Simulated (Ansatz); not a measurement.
F$_{3}$H$_{3}$Si$_{2}$ (`F[SiH2][SiH](F)F`). Charge 0, multiplicity 1. Geometry: relaxed with PBE0-D4/def2-TZVP. It is one conformer, not always the lowest.

```xyz
8

F    -0.523    2.210   -0.220
Si    0.180    1.019    0.592
Si   -0.212   -1.000   -0.555
F     0.559   -0.987   -1.947
F     0.407   -2.178    0.321
H    -0.417    0.968    1.951
H     1.633    1.305    0.690
H    -1.627   -1.337   -0.832
```

Q: What is the dipole moment at r2SCAN/def2-TZVPP? (Estimate.)

A: Ansatz gave: 1.12 D, with components (-0.42, 0.17, 1.02) D in this frame, pointing from negative to positive charge.

Q: And with PBE, B3LYP, ωB97M-V? (Best estimate.)

A: The calculation gave: PBE 1.08 D, B3LYP 1.19 D, ωB97M-V 1.16 D.

Q: Give the Mulliken charges with r2SCAN, B3LYP, PBE in def2-TZVPP. (Estimate.)

A: Computed: 
```csv
atom,r2SCAN,B3LYP,PBE
F1,-0.33,-0.32,-0.28
Si2,0.47,0.45,0.39
Si3,0.71,0.71,0.62
F4,-0.31,-0.31,-0.26
F5,-0.31,-0.31,-0.27
H6,-0.08,-0.07,-0.06
H7,-0.07,-0.06,-0.06
H8,-0.09,-0.09,-0.08
```

B3LYP here is the variant with VWN-RPA as its local correlation; programs differ in this.
